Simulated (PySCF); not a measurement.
## Ta⁺ (tantalum, charge +1): r2SCANh calculation

Configuration: [Xe] 4f14 5d3 6s1, high-spin 5F determinant. All numbers are calculated (PySCF 2.14, scalar relativity through the core potential, in aug-cc-pV5Z-PP with ECP60MDF).

* Total energy: -57.0482 hartree
* One-electron energy: -91.9412 hartree
* Hartree (Coulomb) energy: 41.4379 hartree
* Exchange-correlation energy: -6.5450 hartree
* ⟨S²⟩: 6.0028
* ⟨L²⟩: 12.029
* Sum of ⟨r⟩: 19.55 bohr
* Sum of ⟨r²⟩: 40.35 bohr²
* Time after the integrals: 27 s of wall time on 1 thread of Neoverse-V1 (shared host)

| shell | electrons | mean orbital energy (eV) | rms radius, mean of both spins (bohr) |
| --- | --- | --- | --- |
| 5s α | 1 | -82.483 | 1.19 |
| 5s β | 1 | -80.726 | 1.19 |
| 5p α | 3 | -48.822 | 1.39 |
| 5p β | 3 | -46.418 | 1.39 |
| 6s α | 1 | -12.635 | 3.22 |
| 5d α | 3 | -12.424 | 2.27 |

Energies and moments cover only the electrons outside the core potential. Spin-orbit coupling, absent here, splits the open shell strongly.
